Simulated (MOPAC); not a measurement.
A run for MOPAC: PM7 on F2GaH2N (SMILES [NH2][Ga]([F])[F]), a point of a torsion scan.

```
PM7 1SCF PRECISE CHARGE=0 THREADS=1
F2GaH2N

N     -1.12367717 1    -0.10399765 1    -0.29536057 1
Ga     0.68198637 1     0.31169565 1    -0.38439742 1
F      1.73535530 1     0.23189131 1     1.01158537 1
F      1.49089837 1     0.86437601 1    -1.81385197 1
H     -1.69115398 1     0.71348617 1    -0.07929896 1
H     -1.27974425 1    -0.77035641 1     0.46084036 1
```

Program output:

```
*******************************************************************************
 **                                                                           **
 **                              MOPAC v23.2.5                                **
 **                                                                           **
 *******************************************************************************
 ** MOPAC's Digital Object Identifier: https://doi.org/10.5281/zenodo.6511958 **
 **                                                                           **
 ** Please cite the open-source release paper for use of this MOPAC version:  **
 ** J. E. Moussa and J. J. P. Stewart (2026)                                  **
 ** MOPAC: An open-source semiempirical molecular orbital program             **
 ** J. Open Source Softw., 11(119), 8025, https://doi.org/10.21105/joss.08025 **
 *******************************************************************************

                              PM7 CALCULATION RESULTS

 *******************************************************************************
 *  PM7        - The PM7 Hamiltonian to be used
 *
 *
 *
 *                 CHARGE ON SYSTEM = 0
 *
 *
 *
 *  PRECISE    - TIGHTER CRITERIA TO BE USED
 *  1SCF       - DO 1 SCF AND THEN STOP
 *  THREADS=1  - MULTI-THREADING NOT USED
 *  T=         - A TIME OF 172800.0 SECONDS REQUESTED
 *  DUMP=N     - RESTART FILE WRITTEN EVERY 7200.0 SECONDS REQUESTED
 *******************************************************************************
PM7 1SCF PRECISE CHARGE=0 THREADS=1
 F2GaH2N

   ATOM   CHEMICAL          X               Y               Z
  NUMBER   SYMBOL      (ANGSTROMS)     (ANGSTROMS)     (ANGSTROMS)

     1       N         -1.12367717  *  -0.10399765  *  -0.29536057  *
     2      Ga          0.68198637  *   0.31169565  *  -0.38439742  *
     3       F          1.73535530  *   0.23189131  *   1.01158537  *
     4       F          1.49089837  *   0.86437601  *  -1.81385197  *
     5       H         -1.69115398  *   0.71348617  *  -0.07929896  *
     6       H         -1.27974425  *  -0.77035641  *   0.46084036  *



          CARTESIAN COORDINATES

    NO.       ATOM           X           Y           Z

     1         N         -1.1237     -0.1040     -0.2954
     2        Ga          0.6820      0.3117     -0.3844
     3         F          1.7354      0.2319      1.0116
     4         F          1.4909      0.8644     -1.8139
     5         H         -1.6912      0.7135     -0.0793
     6         H         -1.2797     -0.7704      0.4608

 General Reference for PM7:
 "Optimization of Parameters for Semiempirical Methods VI: More Modifications to the
 NDDO Approximations and Re-optimization of Parameters", J. J. P. Stewart, J. Mol. Mod., 1:32, 19 (2013)
 https://link.springer.com/article/10.1007/s00894-012-1667-x

           Empirical Formula: H2 N Ga F2  =     6 atoms



      MOLECULAR POINT GROUP   :   C1


      RHF CALCULATION, NO. OF DOUBLY OCCUPIED LEVELS = 12


 -------------------------------------------------------------------------------
 PM7 1SCF PRECISE CHARGE=0 THREADS=1
 F2GaH2N



     1SCF WAS SPECIFIED, SO BFGS WAS NOT USED
     SCF FIELD WAS ACHIEVED


                              PM7 CALCULATION
                                                       MOPAC v23.2.5 Linux




          FINAL HEAT OF FORMATION =       -126.31059 KCAL/MOL =    -528.48349 KJ/MOL


          COSMO AREA              =        100.53 SQUARE ANGSTROMS
          COSMO VOLUME            =         81.85 CUBIC ANGSTROMS

          IONIZATION POTENTIAL    =         11.180893 EV
          HOMO LUMO ENERGIES (EV) =        -11.181 -0.633
          NO. OF FILLED LEVELS    =         12
          MOLECULAR WEIGHT        =        123.7543         POINT GROUP:  C1

          MOLECULAR DIMENSIONS (Angstroms)

            Atom       Atom       Distance
            H     6    F     4     3.93993
            H     5    F     3     3.26598
            H     5    F     4     0.97818


          SCF CALCULATIONS        =          1





   ATOM   CHEMICAL          X               Y               Z
  NUMBER   SYMBOL      (ANGSTROMS)     (ANGSTROMS)     (ANGSTROMS)

     1       N         -1.12367717  *  -0.10399765  *  -0.29536057  *
     2      Ga          0.68198637  *   0.31169565  *  -0.38439742  *
     3       F          1.73535530  *   0.23189131  *   1.01158537  *
     4       F          1.49089837  *   0.86437601  *  -1.81385197  *
     5       H         -1.69115398  *   0.71348617  *  -0.07929896  *
     6       H         -1.27974425  *  -0.77035641  *   0.46084036  *

                             CARTESIAN COORDINATES

   1    N       -1.123677170    -0.103997650    -0.295360570
   2   Ga        0.681986370     0.311695650    -0.384397420
   3    F        1.735355300     0.231891310     1.011585370
   4    F        1.490898370     0.864376010    -1.813851970
   5    H       -1.691153980     0.713486170    -0.079298960
   6    H       -1.279744250    -0.770356410     0.460840360


           Empirical Formula: H2 N Ga F2  =     6 atoms



      MOLECULAR POINT GROUP   :   C1


                  EIGENVALUES
 -39.36133 -38.93280 -35.72018 -18.37408 -17.08804 -15.69952 -15.42629 -15.33962
 -15.03260 -14.32141 -13.97758 -11.18089  -0.63337  -0.04235   1.86903   2.05535
   4.75099   5.66087


              NET ATOMIC CHARGES AND DIPOLE CONTRIBUTIONS

  ATOM NO.   TYPE          CHARGE      No. of ELECS.   s-Pop       p-Pop
    1          N          -0.666010        5.6660     1.66257     4.00344
    2         Ga           0.930452        2.0695     1.05532     1.01423
    3          F          -0.416171        7.4162     1.96472     5.45145
    4          F          -0.374580        7.3746     1.96279     5.41179
    5          H           0.266729        0.7333     0.73327
    6          H           0.259580        0.7404     0.74042
 DIPOLE           X         Y         Z       TOTAL
 POINT-CHG.    -3.271    -0.339     0.941     3.421
 HYBRID         0.553     0.274     0.738     0.962
 SUM           -2.718    -0.065     1.679     3.196


          ATOMIC ORBITAL ELECTRON POPULATIONS

     Atom    s        px        py        pz
    1  N   1.66257   1.18807   1.26841   1.54697
    2 Ga   1.05532   0.47638   0.12917   0.40867
    3  F   1.96472   1.81668   1.96779   1.66698
    4  F   1.96279   1.87245   1.91252   1.62682
    5  H   0.73327
    6  H   0.74042

 **********************
 *                    *
 * JOB ENDED NORMALLY *
 *                    *
 **********************




 == MOPAC DONE ==
```

The run finished.

Cost: about 0.03 core-seconds (a rough figure).
